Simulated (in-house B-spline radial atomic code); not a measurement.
## BSE on G0W0@HF excitations of Cd III (Cd2+)

Method: BSE on G0W0@HF. Computed with a B-spline radial code for spherical atoms: linear response of the closed shell [Kr] 4d10 with a statically screened interaction on G0W0 levels; scalar-relativistic (spin-free one-electron X2C), finite nucleus, no spin-orbit coupling, no double excitations, S, P, D and F terms only; shells from n = 2 respond. Only terms of natural parity with L up to 3 were computed.

Command:
```bash
python run_td.py task.json out
```
Settings (radii: box in bohr, nucleus in fm):
```
Z                        48
electrons                46
configuration            [Kr] 4d10
hamiltonian              x2c
method                   bse
box_radius               29.48
rms_radius               4.6087
intervals                73
```

Time taken, with all properties: 7 s on 1 thread of Arm Neoverse N1 (shared host).

The lowest states, in the order of their Tamm-Dancoff energies; the method's threshold (minus the highest G0W0 level) is 38.05 eV. Labels give the largest channel, * marks a mixed state, and oscillator strengths are full-response dipole values. Energies in eV:

```csv
state,full response,Tamm-Dancoff,oscillator strength
4d → 5s 3D,?,?,-
4d → 5s 1D,11.238,11.260,-
4d → 5p 3P,17.414,17.434,-
4d → 5p 3F,17.763,17.776,-
4d → 5p 1F,18.126,18.128,-
4d → 5p 1P,18.639,18.722,0.69
4d → 5d 3S,?,?,-
4d → 6s 3D,25.984,25.987,-
4d → 6s 1D,26.118,26.122,-
4d → 5d 3D,26.251,26.256,-
```

Question: Where does 4d → 5d 3S lie?

Answer: At 25.749 eV in full response, 25.764 eV in Tamm-Dancoff.

Question: Where does 4d → 5s 3D lie?

Answer: At 10.500 eV in full response, 10.520 eV in Tamm-Dancoff.

Question: How large is the singlet-triplet splitting of 4d → 5s (D terms) in Tamm-Dancoff?

Answer: 0.74 eV, from the unrounded values.

Question: What polarisabilities and dispersion coefficient does the method give?

Answer: Dipole 4.809 bohr³, quadrupole 17.64 bohr⁵, C6 23.96 hartree·bohr⁶ for two such species.
